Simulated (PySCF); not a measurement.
C₃H₆O₂Si, SMILES C=C=C[SiH](O)O.

Coordinates come from a PBE-D3(BJ)/def2-SVP optimisation. The structure was generated by enumeration, and PubChem lists no compound with its InChIKey, so it may never have been made. One conformer was computed; it need not be the lowest.

Calculation: PBE-D3(BJ)/def2-SVP in PySCF.

Frequencies are harmonic and unscaled.

```tsv
mode	ν (cm⁻¹)	IR (km/mol)	moving atoms (share of kinetic energy)
1	49	0.2	C 43 %, O 31 %, H 25 %
2	96	4.2	C 40 %, O 39 %, H 19 %
3	216	52.2	H 47 %, O 23 %, C 21 %, Si 9 %
4	226	29.5	H 56 %, O 27 %, Si 9 %
5	265	40.2	H 81 %, O 9 %
6	305	60.1	H 36 %, O 33 %, C 22 %, Si 9 %
7	332	23.3	H 42 %, O 35 %, C 13 %, Si 11 %
8	352	38.4	C 39 %, H 29 %, O 19 %, Si 13 %
9	473	14.2	C 60 %, H 27 %, Si 8 %
10	494	55.6	C 46 %, H 31 %, Si 21 %
11	674	8.0	C 47 %, H 43 %
12	733	124.7	H 76 %, O 12 %, C 11 %
13	777	132.3	H 49 %, O 42 %, Si 8 %
14	786	67.1	H 74 %, C 24 %
15	830	48.1	H 52 %, O 33 %, Si 13 %
16	842	22.7	H 89 %, C 10 %
17	881	37.7	H 58 %, Si 20 %, O 20 %
18	895	312.0	H 73 %, Si 15 %, O 11 %
19	937	124.3	Si 39 %, H 34 %, O 25 %
20	946	1.0	H 60 %, C 40 %
21	1027	11.5	H 69 %, C 29 %
22	1200	43.1	C 53 %, H 46 %
23	1381	2.4	H 63 %, C 37 %
24	1997	178.9	C 98 %
25	2190	153.6	H 97 %
26	3062	0.5	H 95 %
27	3074	0.4	H 92 %, C 8 %
28	3149	0.2	H 89 %, C 11 %
29	3721	47.1	H 94 %
30	3757	67.5	H 94 %
```
